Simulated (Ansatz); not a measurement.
CH2BClO2, SMILES `OB1OC1Cl`. The species carries charge 0 and has multiplicity 1.

Cartesian coordinates in Å:
```
O 0.773 1.619 -0.381
B 0.293 0.390 -0.186
O 0.701 -0.886 -0.054
C -0.757 -0.651 0.071
Cl -1.410 -0.943 1.669
H 1.732 1.660 -0.446
H -1.333 -1.189 -0.673
```

What are the harmonic wavenumbers in cm⁻¹ at PBE0-D4/def2-TZVP (Ansatz, finite differences of forces, unscaled)? (An estimate is asked.)

Ansatz gave: 158, 339, 395, 492, 585, 668, 758, 922, 979, 1074, 1252, 1279, 1730, 3188, 3856.

Is this a minimum?

Yes, all 15 modes are real.

Give the ideal-gas thermochemistry at 298.15 K and 1 bar (rigid rotor, harmonic oscillator; point group C1, symmetry number 1).

Zero-point energy 105.7 kJ/mol; H(298) − E = 121.1 kJ/mol; entropy 303.7 J/(mol·K), of which translation 165.3, rotation 109.7, vibration 28.8; G(298) − E = 30.5 kJ/mol.

Rotational constants (cm⁻¹)?

0.3686, 0.07714, 0.06865.
